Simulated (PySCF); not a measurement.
# OsH₄, triplet: molecular constants

Method: UPBE0 in PySCF with Os def2-TZVP with ECP60, H def2-TZVP; scalar-relativistic core potentials, no spin–orbit coupling; density-fitted integrals.

The structure is a saddle point with 1 imaginary mode.

```json
{"Point group": "Cs", "Bond lengths": "Os–H 1.558 Å, Os–H 1.577 Å, Os–H 1.667 Å (×2)", "Bond angles": "H–Os–H 71.5° (×2), H–Os–H 94.0°, H–Os–H 96.3° (×2), H–Os–H 141.5°", "Principal quadrupole moments (Buckingham, traceless) about the centre of mass": "-5.51, 2.70, 2.82 D Å", "Dipole moment": "1.90 D", "Lowest empty level (β)": "-3.47 eV", "Principal polarisabilities": "37.4, 38.1, 55.0 bohr³", "Rotational constants": "3.053, 2.298, 2.062 cm⁻¹", "Spin squared ⟨S²⟩": "2.012", "Highest occupied level (α)": "-6.20 eV", "Zero-point energy (real modes)": "65.1 kJ/mol", "Atomisation energy without zero-point energy": "1056 kJ/mol"}
```

Harmonic modes (masses in u: Os 191.961, H 1.008):
```tsv
symmetry	ω (cm⁻¹)	IR (km/mol)
a''	519i	–
a'	183	36.7
a''	558	51.3
a'	711	8.9
a'	820	4.7
a''	1829	216
a'	2068	22.0
a'	2328	28.4
a'	2393	3.2
```

Charges (e):
| atom | Mulliken | Löwdin | polar tensor | spin (Mulliken) | Mayer order to Os1 |
| --- | --- | --- | --- | --- | --- |
| Os1 | 0.17 | 0.16 | 0.48 | 1.88 | – |
| H2,3 | -0.13 | -0.10 | -0.17 | 0.12 | 0.89 |
| H4 | 0.01 | 0.01 | -0.11 | -0.06 | 1.00 |
| H5 | 0.07 | 0.04 | -0.03 | -0.06 | 0.95 |

Mulliken populations on Os1 (electrons outside its core potential): s 2.81, p 6.34, d 6.66, f 0.02.

Outer orbital energies (eV). α occupied: -11.86, -10.82, -10.37, -9.69, -8.60, -7.69, -6.20; empty: -2.42, -2.11, 1.72, 2.15. β occupied: -11.27, -10.53, -9.87, -8.63, -6.94; empty: -3.47, -2.69, -1.95, -1.68.

Only a few start shapes were tried, so a lower isomer may exist. Other spin states or occupations of the open shell can lie lower. At this level a singlet minimum of Td symmetry lies 111 kJ/mol below this structure. With an element this heavy the missing spin–orbit coupling can shift these numbers.

The final relaxation and frequency run took of the order of 2.3 core-minutes on a shared host.
